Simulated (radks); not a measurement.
Task: These are the eigenvalues of the occupied orbitals of an atom or ion with whole-number occupations (Ry). All-electron calculation, Dirac Kohn-Sham, PBEsol, spin-unpolarised, spherical densities, point nucleus. Program: a radial shooting solver on a logarithmic mesh with Libxc functionals.

orbital  eigenvalue
1s1/2     -1862.524
2s1/2     -276.6634
2p1/2     -257.3437
2p3/2     -244.4687
3s1/2     -53.07068
3p1/2     -45.38673
3p3/2     -43.11377
3d3/2     -29.50129
3d5/2     -29.04328
4s1/2      -9.81331
4p1/2      -7.37382
4p3/2      -6.98867
4d3/2      -3.24265
4d5/2      -3.19327

Which element is it, and in what charge state? The configuration may be excited. Open shells, if any, are shared by 2j + 1.

Result: Z = 47, silver, charge +3: Ag3+ in [Kr] 4d8. The list shows which subshells hold electrons but not how many an open one holds; the 1s level, -931.26 hartree, gives Z - s = 43.2 by -(Z - s)^2/2, which with screening and relativity narrows Z to a few neighbours, and the depths of the outer levels then fix element, charge and occupations together.
